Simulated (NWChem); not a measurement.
The numbers come from NWChem runs, not from measurements. System: Cl2Mg, charge 0, spin multiplicity 1, at a geometry optimised with B3LYP/def2-SVP. The structure started from a generated list of species. Level: CCSD(T)/def2-TZVP, 15 core orbitals frozen.

Job file:

```
start mol
memory heap 100 mb stack 700 mb global 1900 mb
geometry units angstroms nocenter noautoz
  Mg     0.000000     0.000000     0.000000
  Cl     0.000000     0.000000    -2.194766
  Cl     0.000000     0.000000     2.194766
  symmetry group D2h
end
basis spherical
  * library def2-tzvp
end
scf
  rhf
  nopen 0
  maxiter 100
  thresh 1e-7
  semidirect memsize 60000000 filesize 0
end
tce
  freeze core 15
  ccsd(t)
  2eorb
  2emet 13
  thresh 1e-6
  maxiter 100
  tilesize 24
end
task tce energy
```

NWChem printed:

```
             Northwest Computational Chemistry Package (NWChem) 7.3.0
             --------------------------------------------------------

                                NWChem Input Module
                                -------------------

 Scaling coordinates for geometry "geometry" by  1.889725989
 (inverse scale =  0.529177249)

 Turning off AUTOSYM since
 SYMMETRY directive was detected!

                             Geometry "geometry" -> ""
                             -------------------------

 Output coordinates in angstroms (scale by  1.889725989 to convert to a.u.)

  No.       Tag          Charge          X              Y              Z
 ---- ---------------- ---------- -------------- -------------- --------------
    1 Mg                  12.0000     0.00000000     0.00000000     0.00000000
    2 Cl                  17.0000     0.00000000     0.00000000    -2.19476600
    3 Cl                  17.0000     0.00000000     0.00000000     2.19476600

 Effective nuclear repulsion energy (a.u.)     133.2125748587

            Nuclear Dipole moment (a.u.)
            ----------------------------
        X                 Y               Z
 ---------------- ---------------- ----------------
     0.0000000000     0.0000000000     0.0000000000

      Symmetry information
      --------------------

 Group name             D2h
 Group number             26
 Group order               8
 No. of unique centers     2

      Symmetry unique atoms

     1    2


 Summary of "ao basis" -> "" (spherical)
 ------------------------------------------------------------------------------
       Tag                 Description            Shells   Functions and Types
 ---------------- ------------------------------  ------  ---------------------
 *                         def2-tzvp                  on all atoms

 Summary of "ao basis" -> "ao basis" (spherical)
 ------------------------------------------------------------------------------
       Tag                 Description            Shells   Functions and Types
 ---------------- ------------------------------  ------  ---------------------
 Mg                        def2-tzvp                12       32   5s4p3d
 Cl                        def2-tzvp                13       37   5s5p2d1f

                                 NWChem SCF Module
                                 -----------------

  ao basis        = "ao basis"
  functions       =   106
  atoms           =     3
  closed shells   =    23
  open shells     =     0
  charge          =   0.00
  wavefunction    = RHF
  use symmetry    = T
  symmetry adapt  = T

 Summary of "ao basis" -> "ao basis" (spherical)
 ------------------------------------------------------------------------------
       Tag                 Description            Shells   Functions and Types
 ---------------- ------------------------------  ------  ---------------------
 Mg                        def2-tzvp                12       32   5s4p3d
 Cl                        def2-tzvp                13       37   5s5p2d1f

      Symmetry analysis of basis
      --------------------------

        ag         27
        au          3
        b1g         6
        b1u        20
        b2g        12
        b2u        13
        b3g        12
        b3u        13

 Forming initial guess at       0.1s

      Superposition of Atomic Density Guess
      -------------------------------------

 Sum of atomic energies:       -1118.56200839

      Non-variational initial energy
      ------------------------------

 Total energy =   -1118.763805
 1-e energy   =   -1814.904758
 2-e energy   =     562.928379
 HOMO         =      -0.457057
 LUMO         =      -0.083378

      Symmetry analysis of molecular orbitals - initial
      -------------------------------------------------

 !! scf_movecs_sym_adapt:   68 vectors were symmetry contaminated

  Symmetry fudging

 !! scf_movecs_sym_adapt:   66 vectors were symmetry contaminated

  Numbering of irreducible representations:

     1 ag          2 au          3 b1g         4 b1u         5 b2g
     6 b2u         7 b3g         8 b3u

  Orbital symmetries:

     1 ag          2 b1u         3 ag          4 ag          5 b1u
     6 ag          7 b1u         8 b2u         9 b3u        10 b2g
    11 b3g        12 ag         13 b1u        14 b3u        15 b2u
    16 ag         17 b1u        18 ag         19 b1u        20 b2u
    21 b3u        22 b2g        23 b3g        24 ag         25 b2u
    26 b3u        27 b1u        28 ag         29 ag         30 b1g
    31 b2g        32 b3g        33 ag

 Starting SCF solution at       0.9s

 ----------------------------------------------
         Quadratically convergent ROHF

 Convergence threshold     :          1.000E-07
 Maximum no. of iterations :          100
 Final Fock-matrix accuracy:          1.000E-09
 ----------------------------------------------

              iter       energy          gnorm     gmax       time
             ----- ------------------- --------- --------- --------
                 1    -1118.7594145783  6.40D-01  2.57D-01      0.9
                 2    -1118.7968502202  1.77D-01  6.41D-02      0.9
                 3    -1118.7998171838  1.12D-02  5.35D-03      1.0
                 4    -1118.7998432230  6.41D-05  3.02D-05      1.1
                 5    -1118.7998432237  8.81D-09  2.84D-09      1.2

       Final RHF  results
       ------------------

         Total SCF energy =  -1118.799843223658
      One-electron energy =  -1816.851769751834
      Two-electron energy =    564.839351669475
 Nuclear repulsion energy =    133.212574858702

        Time for solution =      0.4s

       Symmetry analysis of molecular orbitals - final
       -----------------------------------------------

  Numbering of irreducible representations:

     1 ag          2 au          3 b1g         4 b1u         5 b2g
     6 b2u         7 b3g         8 b3u

  Orbital symmetries:

     1 ag          2 b1u         3 ag          4 b1u         5 ag
     6 ag          7 b1u         8 b3g         9 b2g        10 b2u
    11 b3u        12 ag         13 b2u        14 b3u        15 b1u
    16 ag         17 b1u        18 ag         19 b1u        20 b3u
    21 b2u        22 b2g        23 b3g        24 ag         25 b3u
    26 b2u        27 ag         28 b1g        29 b1u        30 ag
    31 b2g        32 b3g        33 ag

             Final eigenvalues
             -----------------

              1
    1 -104.8022
    2 -104.8022
    3  -49.1047
    4  -10.5311
    5  -10.5311
    6   -7.9975
    7   -7.9975
    8   -7.9970
    9   -7.9970
   10   -7.9970
   11   -7.9970
   12   -3.8442
   13   -2.3651
   14   -2.3651
   15   -2.3643
   16   -1.0521
   17   -1.0482
   18   -0.5066
   19   -0.4796
   20   -0.4537
   21   -0.4537
   22   -0.4499
   23   -0.4499
   24    0.0166
   25    0.0691
   26    0.0691
   27    0.1632
   28    0.1632
   29    0.1686
   30    0.1817
   31    0.2523
   32    0.2523
   33    0.2873

                       ROHF Final Molecular Orbital Analysis
                       -------------------------------------

 Vector   21  Occ=2.000000D+00  E=-4.536969D-01  Symmetry=b2u
              MO Center=  6.3D-31, -4.8D-17, -2.2D-17, r^2= 5.7D+00
   Bfn.  Coefficient  Atom+Function         Bfn.  Coefficient  Atom+Function
  ----- ------------  ---------------      ----- ------------  ---------------
    48      0.369441  2 Cl py                85      0.369441  3 Cl py
    51      0.259611  2 Cl py                88      0.259611  3 Cl py
    45      0.169088  2 Cl py                82      0.169088  3 Cl py

 Vector   22  Occ=2.000000D+00  E=-4.498749D-01  Symmetry=b2g
              MO Center= -3.0D-18,  1.5D-32,  5.3D-17, r^2= 5.8D+00
   Bfn.  Coefficient  Atom+Function         Bfn.  Coefficient  Atom+Function
  ----- ------------  ---------------      ----- ------------  ---------------
    47      0.376627  2 Cl px                84     -0.376627  3 Cl px
    50      0.248672  2 Cl px                87     -0.248672  3 Cl px
    44      0.170877  2 Cl px                81     -0.170877  3 Cl px

 Vector   23  Occ=2.000000D+00  E=-4.498749D-01  Symmetry=b3g
              MO Center=  4.8D-33,  2.5D-17, -1.4D-16, r^2= 5.8D+00
   Bfn.  Coefficient  Atom+Function         Bfn.  Coefficient  Atom+Function
  ----- ------------  ---------------      ----- ------------  ---------------
    48      0.376627  2 Cl py                85     -0.376627  3 Cl py
    51      0.248672  2 Cl py                88     -0.248672  3 Cl py
    45      0.170877  2 Cl py                82     -0.170877  3 Cl py

 Vector   24  Occ=0.000000D+00  E= 1.657291D-02  Symmetry=ag
              MO Center=  9.7D-15,  1.1D-15, -2.2D-15, r^2= 6.5D+00
   Bfn.  Coefficient  Atom+Function         Bfn.  Coefficient  Atom+Function
  ----- ------------  ---------------      ----- ------------  ---------------
     5      1.067069  1 Mg s                 30     -0.188160  1 Mg d  0
    37     -0.175605  2 Cl s                 74     -0.175605  3 Cl s

 Vector   25  Occ=0.000000D+00  E= 6.906134D-02  Symmetry=b3u
              MO Center= -6.1D-15,  1.1D-31, -2.5D-17, r^2= 6.4D+00
   Bfn.  Coefficient  Atom+Function         Bfn.  Coefficient  Atom+Function
  ----- ------------  ---------------      ----- ------------  ---------------
    15      1.070006  1 Mg px                50     -0.269730  2 Cl px
    87     -0.269730  3 Cl px

 Vector   26  Occ=0.000000D+00  E= 6.906134D-02  Symmetry=b2u
              MO Center= -3.8D-32, -1.6D-15,  9.8D-18, r^2= 6.4D+00
   Bfn.  Coefficient  Atom+Function         Bfn.  Coefficient  Atom+Function
  ----- ------------  ---------------      ----- ------------  ---------------
    16      1.070006  1 Mg py                51     -0.269730  2 Cl py
    88     -0.269730  3 Cl py

 center of mass
 --------------
 x =   0.00000000 y =   0.00000000 z =   0.00000000

 moments of inertia (a.u.)
 ------------------
        1203.054951384304           0.000000000000           0.000000000000
           0.000000000000        1203.054951384304           0.000000000000
           0.000000000000           0.000000000000           0.000000000000

  Mulliken analysis of the total density
  --------------------------------------

    Atom       Charge   Shell Charges
 -----------   ------   -------------------------------------------------------
    1 Mg  12    10.98   2.00  0.71  1.29  0.37 -0.02  5.13  0.87  0.28  0.10  0.00  0.12  0.13
    2 Cl  17    17.51   2.01  0.45  1.52  1.07  0.90  4.18  1.69  1.07  2.89  1.72  0.00  0.01  0.00
    3 Cl  17    17.51   2.01  0.45  1.52  1.07  0.90  4.18  1.69  1.07  2.89  1.72  0.00  0.01  0.00

       Multipole analysis of the density wrt the origin
       ------------------------------------------------

     L   x y z        total         open         nuclear
     -   - - -        -----         ----         -------
     0   0 0 0     -0.000000      0.000000     46.000000

     1   1 0 0     -0.000000      0.000000      0.000000
     1   0 1 0      0.000000      0.000000      0.000000
     1   0 0 1     -0.000000      0.000000      0.000000

     2   2 0 0    -24.858956      0.000000      0.000000
     2   1 1 0     -0.000000      0.000000      0.000000
     2   1 0 1      0.000000      0.000000      0.000000
     2   0 2 0    -24.858956      0.000000      0.000000
     2   0 1 1      0.000000      0.000000      0.000000
     2   0 0 2    -39.302419      0.000000    584.861503

                   NWChem Extensible Many-Electron Theory Module
                   ---------------------------------------------


            General Information
            -------------------
      Number of processors :     1
         Wavefunction type : Restricted Hartree-Fock
          No. of electrons :    46
           Alpha electrons :    23
            Beta electrons :    23
           No. of orbitals :   212
            Alpha orbitals :   106
             Beta orbitals :   106
        Alpha frozen cores :    15
         Beta frozen cores :    15
     Alpha frozen virtuals :     0
      Beta frozen virtuals :     0
         Spin multiplicity : singlet
    Number of AO functions :   106
       Number of AO shells :    38
        Use of symmetry is : on
      Symmetry adaption is : on
         Schwarz screening : 0.10D-09

          Correlation Information
          -----------------------
          Calculation type : Coupled-cluster singles & doubles w/ perturbation
   Perturbative correction : (T)
            Max iterations :      100
        Residual threshold : 0.10D-05
     T(0) DIIS level shift : 0.00D+00
     L(0) DIIS level shift : 0.00D+00
     T(1) DIIS level shift : 0.00D+00
     L(1) DIIS level shift : 0.00D+00
     T(R) DIIS level shift : 0.00D+00
     T(I) DIIS level shift : 0.00D+00
   CC-T/L Amplitude update :  5-th order DIIS
                I/O scheme : Global Array Library
        L-threshold :  0.10D-05
        EOM-threshold :  0.10D-05
 no EOMCCSD initial starts read in
 TCE RESTART OPTIONS
 SLICE:      F
 D4D5:       F
 quantumc:   F
 qrotation:  F
 pwtce:      F
 qducc:      F
 nacto:                         0
 nrotv:                         0
 nrot:                          0

            Memory Information
            ------------------
          Available GA space size is     249025564 doubles
          Available MA space size is     104852316 doubles

 Maximum block size supplied by input
 Maximum block size        24 doubles

 tile_dim =     20

 -------------------------------------------------

 Global array virtual files algorithm will be used

 Parallel file system coherency ......... OK

 4-electron integrals stored in orbital form

 v2    file size   =          1903620
 4-index algorithm nr.  13 is used
 imaxsize =       30
 imaxsize ichop =        0


CCSD iterations
 ---------------------------------------------------------
 Iter          Residuum       Correlation     Cpu    Wall
 ---------------------------------------------------------
    1   0.1567613792395  -0.3988052590234     1.6     1.6
    2   0.0358298189276  -0.4253178497451     1.2     1.2
    3   0.0106912928488  -0.4313696569226     1.1     1.1
    4   0.0037461477996  -0.4326974021892     1.1     1.1
    5   0.0014159412046  -0.4331122719558     1.1     1.1
    6   0.0003678408167  -0.4332731816967     1.1     1.1
    7   0.0001644563886  -0.4333000811285     1.1     1.1
    8   0.0000781419643  -0.4333017982702     1.2     1.2
    9   0.0000428129486  -0.4333027059254     1.2     1.2
   10   0.0000222563418  -0.4333034765686     1.2     1.2
   11   0.0000042656216  -0.4333039716991     1.1     1.1
   12   0.0000019095845  -0.4333042677379     1.1     1.1
   13   0.0000009803186  -0.4333043050110     1.1     1.1
 -----------------------------------------------------------------
 Iterations converged
 CCSD correlation energy / hartree =        -0.433304305011031
 CCSD total energy / hartree       =     -1119.233147528668951

 Singles contributions

 Doubles contributions
 CCSD(T)
 Using plain CCSD(T) code
             total no. of tasks         5376
 total no. of tasks / no. procs         5376
                         wl_min           54           1.9
                         wl_max        64000           6.3
        thresh for no. of tasks         5376

 CCSD[T]  correction energy / hartree =        -0.017006191391115
 CCSD[T] correlation energy / hartree =        -0.450310496402146
 CCSD[T] total energy / hartree       =     -1119.250153720060098
 CCSD(T)  correction energy / hartree =        -0.016892851017880
 CCSD(T) correlation energy / hartree =        -0.450197156028911
 CCSD(T) total energy / hartree       =     -1119.250040379686880

 Task  times  cpu:       66.1s     wall:       66.1s

 Total times  cpu:       66.1s     wall:       66.1s
```
